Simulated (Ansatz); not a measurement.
Consider the redistribution: `N[SiH2][CH2][GeH2][NH2]` + `[NH2][GeH2][S]CF` → `[NH2][GeH2][S][GeH2][NH2]` + `N[SiH2]CCF`.

Isolated molecules relaxed with PBE0-D4/def2-TZVP in Ansatz; ΔE leaves out vibrations. CCSD(T)/CBS is the MP2 limit (def2-TZVPP, def2-QZVPP) plus CCSD(T) − MP2 in def2-TZVPP, frozen cores. DFT in def2-TZVPP. For Ge outer-core shells are correlated without core-valence functions, which leaves a few kJ/mol of doubt a bond. Scalar relativity is left out up to krypton. Each species was taken in one conformer, which may not be the lowest.

`N[SiH2][CH2][GeH2][NH2]`:

```xyz
15

N     1.831   -0.534    0.364
Si    0.452   -1.581    0.279
C    -0.896   -0.733   -0.684
Ge   -1.349    1.047   -0.015
N     0.144    2.097   -0.269
H     2.248   -0.235   -0.506
H     2.557   -0.772    1.023
H     0.034   -1.825    1.687
H     0.733   -2.914   -0.339
H    -0.599   -0.628   -1.732
H    -1.792   -1.361   -0.663
H    -1.805    0.927    1.462
H    -2.489    1.691   -0.828
H     0.927    1.745    0.270
H     0.004    3.074   -0.049
```

`[NH2][GeH2][S]CF`:

Z-matrix (Å, degrees):
```
Ge
S 1 2.244
N 1 1.829 2 115.5
H 1 1.537 2 105.9 3 118.8
H 1 1.532 2 105.7 3 -119.5
C 2 1.795 1 97.8 3 -76.1
H 3 1.012 1 113.6 2 -66.1
H 3 1.012 1 112.8 2 57.3
F 6 1.381 2 112.6 1 67.4
H 6 1.092 2 111.0 1 -53.1
H 6 1.092 2 107.2 1 -173.6
```

`[NH2][GeH2][S][GeH2][NH2]`:

Z-matrix (Å, degrees):
```
Ge
S 1 2.207
N 1 1.851 2 107.6
H 1 1.542 2 106.1 3 -122.9
H 1 1.538 2 112.1 3 115.1
Ge 2 2.250 1 96.6 3 -52.5
H 3 1.012 1 113.1 2 161.7
H 3 1.012 1 113.3 2 -74.5
N 6 1.828 2 114.7 1 72.9
H 6 1.536 2 107.2 1 -46.6
H 6 1.534 2 105.1 1 -167.4
H 9 1.012 6 113.4 2 67.3
H 9 1.015 6 109.7 2 -54.4
```

`N[SiH2]CCF`:

```xyz
13

N    -2.178   -0.658   -0.613
Si   -0.475   -0.511   -0.802
C     0.229    0.338    0.717
C     1.714    0.570    0.658
F     2.153    1.232    1.798
H    -2.749    0.164   -0.494
H    -2.672   -1.360   -1.137
H    -0.032    0.267   -2.001
H     0.057   -1.893   -0.951
H    -0.023   -0.268    1.593
H    -0.283    1.300    0.832
H     1.992    1.190   -0.200
H     2.268   -0.372    0.601
```

```json
{"level": "PBE-D4", "ΔE (eV)": "-0.70"}
{"level": "r2SCAN-D4", "ΔE (eV)": "-0.73"}
{"level": "ωB97X-V", "ΔE (eV)": "-0.74"}
{"level": "B2PLYP", "ΔE (eV)": "-0.75"}
{"level": "r2SCAN", "ΔE (eV)": "-0.74"}
{"level": "PBE0", "ΔE (eV)": "-0.76"}
{"level": "CCSD(T)/def2-TZVPP", "ΔE (eV)": "-0.73"}
{"level": "SCS-MP2/def2-QZVPP", "ΔE (eV)": "-0.75"}
```

(1) What does CCSD(T)/CBS give? (An estimate is asked.)

Largest T1 diagnostic among the species: 0.012.

Answers

(1) Computed: -0.73 eV. The listed levels differ from it by 0.03, 0.00, -0.01, -0.02, -0.01, -0.03, 0.00, -0.02 eV.

From PBE to PBE0 (25 % exact exchange), in def2-TZVPP and without D4, ΔE moves by −0.05 eV. In def2-TZVPP, CCSD(T) changes the Hartree–Fock value by +0.15 eV (the triples alone add +0.02 eV) and MP2 by +0.14 eV.
